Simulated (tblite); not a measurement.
Run record: tight-binding relaxation, `C=C(F)BCSC(F)(F)F`.

Computed with GFN2-xTB geometry optimisation, gas phase (tblite 0.8.0). Start geometry: from a force field or distance geometry. A driver script takes a list of jobs; this job's settings line and coordinates (Å) are shown.

Command:
```bash
OMP_NUM_THREADS=1 python probes_run.py task.json out
```

Input:
```
{"job": {"kind": "relax", "xc": "GFN2-xTB", "basis": "xTB"}, "charge": 0, "multiplicity": 1}
C     -3.250600    -0.225300     0.580500
C     -2.024200     0.165200     0.258600
F     -1.720000     1.482200     0.187100
B     -0.890300    -0.888500    -0.015500
C      0.578200    -0.437800    -0.396500
S      1.356500     0.399700     1.013700
C      2.935200     0.775500     0.166800
F      3.551500    -0.394200    -0.233100
F      3.775900     1.428700     1.051300
F      2.701600     1.582400    -0.921000
H     -3.528100    -1.275100     0.655100
H     -4.030300     0.518900     0.768900
H     -1.149300    -2.049100     0.028000
H      0.523300     0.250000    -1.276200
H      1.166300    -1.324700    -0.681000
```

Output:
```
step      E/eV     max force
  0    -937.71472    2.027
  1    -937.88722    0.991
  2    -937.94839    0.781
  3    -937.96572    0.313
  4    -937.97476    0.191
  5    -937.97843    0.203
  6    -937.98208    0.169
  7    -937.98438    0.164
  8    -937.98638    0.188
  9    -937.98790    0.132
... (166 lines left out)
176    -938.08784    0.019
177    -938.08788    0.019
178    -938.08793    0.018
179    -938.08798    0.016
180    -938.08804    0.021
181    -938.08810    0.020
182    -938.08816    0.016
183    -938.08821    0.015
184    -938.08824    0.010
185    -938.08826    0.008
```

«max force» is the largest atomic force in eV/Å.

Question: From which step on does the largest force stay under 0.1 eV/Å, and how much energy is left to gain from there?

Answer: From step 151 (0.054 eV/Å), 6.5 meV above the end.

Main results: energy lowered by 8.6 kcal/mol over 185 steps; largest atomic force 0.008 eV/Å at the end.

Question: Estimate the wall time. Hardware: Arm Neoverse N1, one thread (shared host).

Answer: About 2.3 s.
Labels such as C1 count atoms from 1, the log's own numbers from 0.
